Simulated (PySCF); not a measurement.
## CsAl: from constants to spectrum

UHF-CCSD(T) constants of CsAl, ³Π (triplet), unpaired electrons σ ↑, π ↑ (Cs def2-SVPD with ECP46, Al def2-SVPD; scalar-relativistic core potentials (PySCF 2.14); masses 132.9054 and 26.9815 u):

* ωe: 110.5 cm⁻¹
* ωexe: 0.624 cm⁻¹
* Be: 0.052234 cm⁻¹
* αe: 0.000353 cm⁻¹
* D (centrifugal): 4.67e-08 cm⁻¹
* De to Cs + Al: 0.454 eV

**Question.** Give the vibrational terms G(v) and spacings up to v = 6.

**Answer.** G(v) = ωe(v+½) − ωexe(v+½)².

```json
{"v": "0", "G(v) (cm⁻¹)": "55.1", "G(v) − G(v−1)": "", "Bv (cm⁻¹)": "0.05206"}
{"v": "1", "G(v) (cm⁻¹)": "164.3", "G(v) − G(v−1)": "109.3", "Bv (cm⁻¹)": "0.05170"}
{"v": "2", "G(v) (cm⁻¹)": "272.4", "G(v) − G(v−1)": "108.0", "Bv (cm⁻¹)": "0.05135"}
{"v": "3", "G(v) (cm⁻¹)": "379.1", "G(v) − G(v−1)": "106.8", "Bv (cm⁻¹)": "0.05100"}
{"v": "4", "G(v) (cm⁻¹)": "484.6", "G(v) − G(v−1)": "105.5", "Bv (cm⁻¹)": "0.05065"}
{"v": "5", "G(v) (cm⁻¹)": "588.9", "G(v) − G(v−1)": "104.3", "Bv (cm⁻¹)": "0.05029"}
{"v": "6", "G(v) (cm⁻¹)": "691.9", "G(v) − G(v−1)": "103.0", "Bv (cm⁻¹)": "0.04994"}
```

**Question.** How well does the Morse estimate ωe²/(4ωexe) reproduce De, and what is D0?

**Answer.** It gives 0.607 eV, 134 % of the computed De. D0 = De − G(0) = 0.454 − 0.007 = 0.447 eV.

Correlated steps freeze 5 core orbitals. Correlated levels converge slowly with the basis: in double zeta they bind strong bonds too weakly, by up to about 1 eV, and carry superposition errors of some tenths. These are scalar-relativistic numbers at best; spin–orbit coupling would shift them, the dissociation energy most. The state was picked by a PBE0 search and need not be the measured ground state.
